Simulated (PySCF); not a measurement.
C3H9BFN. Atoms are numbered in the order given.

```xyz
15

C     -2.3763     0.7010     0.1924
C     -1.4126    -0.0519    -0.7228
N     -0.3256    -0.6907    -0.0031
B      0.9987    -0.2484     0.1483
C      1.6299     1.0458    -0.4972
F      1.7985    -1.0194     0.9271
H     -2.8237     0.0229     0.9377
H     -3.1956     1.1593    -0.3846
H     -1.8461     1.4976     0.7383
H     -1.9653    -0.8112    -1.3037
H     -0.9823     0.6411    -1.4611
H     -0.5918    -1.5257     0.5102
H      2.0410     1.6879     0.3000
H      2.4825     0.7624    -1.1372
H      0.9340     1.6489    -1.0976
```
Charge 0, spin multiplicity 1.

Geometry optimised at ωB97X-D3(BJ)/def2-SVP. This is a generated structure with no PubChem entry under its InChIKey; it may be hypothetical. The values are those of a single conformer.

Method: PySCF with PBE/pcSseg-1.

GIAO shieldings, no solvent; atoms listed in one row are averaged. δ = σ(ref) − σ: ¹³C against TMS (σ = 182.0 ppm); ¹⁵N against NH3 (σ = 267.0 ppm); ¹¹B against BF3 (σ = 83.9 ppm); ¹⁹F against CFCl3 (σ = 133.6 ppm); ¹H against TMS (σ = 31.49 ppm), references at their B3LYP-D3(BJ)/def2-TZVP geometries, non-relativistic.

Computed chemical shifts:
| nucleus | atoms | count | δ (ppm) |
|---|---|---|---|
| ¹³C | C2 | 1 | 44.3 |
| ¹³C | C1 | 1 | 24.4 |
| ¹³C | C5 | 1 | -3.3 |
| ¹⁵N | N3 | 1 | 123.1 |
| ¹¹B | B4 | 1 | 20.5 |
| ¹⁹F | F6 | 1 | -125.1 |
| ¹H | H12 | 1 | 3.54 |
| ¹H | H11 | 1 | 3.40 |
| ¹H | H10 | 1 | 3.21 |
| ¹H | H7, H8, H9 | 3 | 1.35 |
| ¹H | H13, H14, H15 | 3 | 0.50 |
